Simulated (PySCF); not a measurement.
A GIAO shielding run with PySCF 2.14.0 with density-fitted response routines (density fitting, non-relativistic, gas phase) on SMILES BNBN1CCCC1, C4H12B2N2:

```
$ OMP_NUM_THREADS=1 python probes_run.py task.json out

{"job": {"kind": "nmr", "xc": "HF", "basis": "pcSseg-1", "pop": false}, "charge": 0, "multiplicity": 1}
B      2.637610     0.214050    -0.444164
N      2.120424    -1.062916    -0.719244
B      0.797150    -1.585591    -1.020700
N     -0.420347    -0.936842    -0.794549
C     -1.701617    -1.562943    -1.137190
C     -2.732433    -0.456493    -0.949998
C     -2.135097     0.352635     0.194692
C     -0.648479     0.350549    -0.145193
H      1.921686     1.183091    -0.387287
H      3.832535     0.333527    -0.282818
H      2.830699    -1.784071    -0.800509
H      0.746468    -2.700955    -1.495680
H     -1.688535    -1.965938    -2.160518
H     -1.916590    -2.406683    -0.456440
H     -2.793392     0.165326    -1.858556
H     -3.739966    -0.844608    -0.742649
H     -2.306407    -0.165366     1.152994
H     -2.548820     1.367208     0.285272
H     -0.004465     0.468590     0.739477
H     -0.404385     1.184302    -0.827647
```

Hardware: 1 thread of an Intel Xeon, shared host. The job also computes ring-centre shieldings.

Q: How large is the calculation?

A: 60 electrons, 196 basis functions and 996 auxiliary functions.

Q: How long does it take, and how much memory does it need?

A: 39 s of wall time, with 10 SCF cycles and 7 response iterations; peak memory 0.86 GiB. Times on a shared host scatter by some tens of per cent.

Q: And these other runs on the same molecule and hardware: GIAO shielding at PBE0/pcSseg-1?

A: PBE0/pcSseg-1: 196 functions, 82 s.
